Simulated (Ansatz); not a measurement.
Stretching the As1–H2 bond in AsH (multiplicity 3 held). Energies count from the point at 1.536 Å.


Unrestricted levels (U-) break spin symmetry where that is lower. Active spaces are followed from rest. Curves can end on different states.

Frozen-core correlation. Filled d and f shells under p-block atoms count as core.

Programs: Ansatz (an electronic-structure program) with Gaussian orbitals. Values without a source in brackets are computed.

U-PBE/cc-pVTZ gives 284.2 kJ/mol for the energy at R = 6.142 Å.

**Question.** Where do these levels fall relative to PBE: U-r2SCAN/cc-pVTZ, U-wB97X-V/cc-pVTZ, U-MP2/cc-pVTZ, U-CCSD(T)/cc-pVTZ, SC-NEVPT2 on CASSCF(6,5)/cc-pVTZ, FIC-MRCISD+Q on CASSCF(6,5)/cc-pVTZ.

**Answer.** U-r2SCAN/cc-pVTZ 3.7; U-wB97X-V/cc-pVTZ 9.9; U-MP2/cc-pVTZ -36.3; U-CCSD(T)/cc-pVTZ -17.4; SC-NEVPT2 on CASSCF(6,5)/cc-pVTZ -31.2; FIC-MRCISD+Q on CASSCF(6,5)/cc-pVTZ -16.5 kJ/mol. 2 of 6 lie above PBE; the widest gap is to U-MP2/cc-pVTZ.

Doubts at one or more of the structures used: a spin-contaminated determinant (U-PBE/cc-pVTZ, U-r2SCAN/cc-pVTZ, U-wB97X-V/cc-pVTZ, U-MP2/cc-pVTZ, U-CCSD(T)/cc-pVTZ).
